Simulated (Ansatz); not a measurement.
Cu2Br2⁻, that is (CuBr)2 ring with one electron more. Charge -1, multiplicity 2. Geometry r2SCAN-D4/def2-SVP, that of the neutral singlet; atoms count from 1.

Cartesian coordinates in Å:
```
Cu -0.883 -0.723 0.050
Br -1.211 1.528 0.714
Cu 0.883 0.723 -0.050
Br 1.211 -1.528 -0.714
```

The highest occupied level of the charge -1 doublet lies above zero (up to 0.70 eV). By energy differences its removal costs 0.63 eV (vertical, to the charge 0 singlet, at PBE0-D4/def2-TZVPD); a positive level beside a positive removal energy at the same level points to self-interaction error.

Question: Estimate the Mulliken populations from the PBE0/def2-TZVPD orbitals of Ansatz.

Answer: 
| atom | charge (e) | spin (α − β) | d electrons |
| --- | --- | --- | --- |
| Cu1 | -0.51 | 0.73 | 9.88 |
| Br2 | 0.01 | -0.23 | – |
| Cu3 | -0.51 | 0.73 | 9.88 |
| Br4 | 0.01 | -0.23 | – |
Mulliken values and Mayer orders depend strongly on the basis. With diffuse functions, as here, like atoms can get unlike values, and bond orders can come out too low or too high.

Question: Where does the spin sit?

Answer: Summed by element: Cu 1.46, Br -0.46, of 1 unpaired in all. Largest on single atoms: Cu1 0.73, Cu3 0.73, Br2 -0.23.

Question: And the Mayer bond orders between bonded heavy atoms (over 0.3)?

Answer: Cu1–Cu3 1.33 (2.28 Å).
